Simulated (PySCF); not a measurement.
## From a raw peak list to a structure

Formula C$_{5}$H$_{5}$F$_{3}$. The spectrum was simulated from the full spin Hamiltonian at 300 MHz with 1.2 Hz Lorentzian lines, from shifts rounded to 0.01 ppm and J to 0.1 Hz, couplings under 1 Hz left out.

Maxima in Hz from TMS (height), grouped by integral:
2H: 701.1 (2), 696.4 (6), 692.2 (9), 687.8 (19), 683.2 (21), 679.2 (22), 674.6 (20), 670.4 (10), 666.0 (7), 661.2 (2)
3H: 371.5 (52), 362.9 (100), 354.3 (46)

13C{1H} NMR (computed): δ 119.4 (q, J = 322.9 Hz), 95.1 (q, J = 5.1 Hz), 73.9 (q, J = 56.1 Hz), 14.5, 14.2.

[PySCF 2.14.0 with density-fitted response routines: shieldings: GIAO PBE0/pcSseg-1; J couplings at B3LYP/pcJ-1 (spin–dipole term only in couplings to heteroatoms); PBE0-D3(BJ)/def2-SVP geometry; gas phase; averaged over atoms made equivalent by symmetry, fast rotation or ring inversion; non-relativistic Hamiltonian; single conformer]

References, each an isolated molecule treated in the same way: 1H (σref 31.27), 13C (σref 184.41) vs TMS.

(1) Analyse the multiplets.

(2) What is the compound?

Results:

(1) 1H NMR (300 MHz, computed): δ 2.27 (qq, J = 8.6, 4.7 Hz, 2H), 1.21 (t, J = 8.6 Hz, 3H). These are first-order names from the parameters used; overlap and second-order distortion can hide them in the list.

(2) `CCC#CC(F)(F)F`.

Atom-mapped SMILES (the numbers label the heavy atoms): `[CH3:1][CH2:2][C:3]#[C:4][C:5]([F:6])([F:7])[F:8]`; H(Xn) means a hydrogen on atom n.

- δ 2.27: H(C2), hydrogen on a propargylic sp3 CH2, coupled to H(C1) (8.6 Hz), F6/F7/F8 (4.7 Hz).
- δ 1.21: H(C1), hydrogen on a methyl carbon, coupled to H(C2) (8.6 Hz).

The shifts were computed for this structure.

C–F couplings over four or more bonds (about 3 Hz to the para carbon of a fluoroarene) are left out. Common functionals overestimate the size of one-bond C–F couplings by tens of Hz; these are unscaled. Multiplet labels drop couplings under 1 Hz and merge nearly equal ones. Unscaled 3J(H,H) at this level run about 10 % above measured values. Shifts are as computed. Against solution values, carbons near 30 ppm lie about +2 ppm off and those near 130 ppm about +5 ppm. Of 1313 compounds with measured shifts, 239 miss one by over three times the rms of a fit or turn the order of signals round; such compounds aren't used in these exercises.
